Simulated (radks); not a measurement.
Excited configurations of neutral holmium: one electron is placed in a higher orbital outside [Xe] 4f11 6s1. The ground configuration is [Xe] 4f11 6s2. Calculated with a radial shooting solver on a logarithmic mesh with Libxc functionals: Dirac Kohn-Sham, PBE, spin-unpolarised, spherical densities, point nucleus; open shells fill j = l - 1/2 first. Excitation = E - E(ground); binding = E(ion) - E, where the ion is the core of charge +1; n* = 1/sqrt(2 binding) in atomic units, and the quantum defect is n - n*.

outer orbital,excitation (eV),binding (eV),quantum defect,<r> (bohr)
5d3/2,2.693,3.618,3.061,3.907
5f5/2,5.384,0.926,1.167,16.91
6p1/2,2.552,3.758,4.097,5.370
6d3/2,4.836,1.475,2.962,11.63
6f5/2,5.663,0.648,1.417,28.52
7s1/2,4.113,2.197,4.512,9.874
7p1/2,4.673,1.637,4.117,12.49
7d3/2,5.386,0.924,3.163,21.38
7f5/2,5.838,0.473,1.635,42.55

The Delta-SCF ionisation energy is 6.310 eV (NIST Atomic Spectra Database: 6.022 eV, measured). Self-interaction in the functional shifts the binding energies and quantum defects, so they are the method's values and not measured ones. Spin polarisation and multiplet splitting are left out, so open shells lie too high by an amount that depends on their filling.

Beside tabulated values, note that spin-unpolarised runs miss the spin-polarisation part of the exchange energy of open shells.
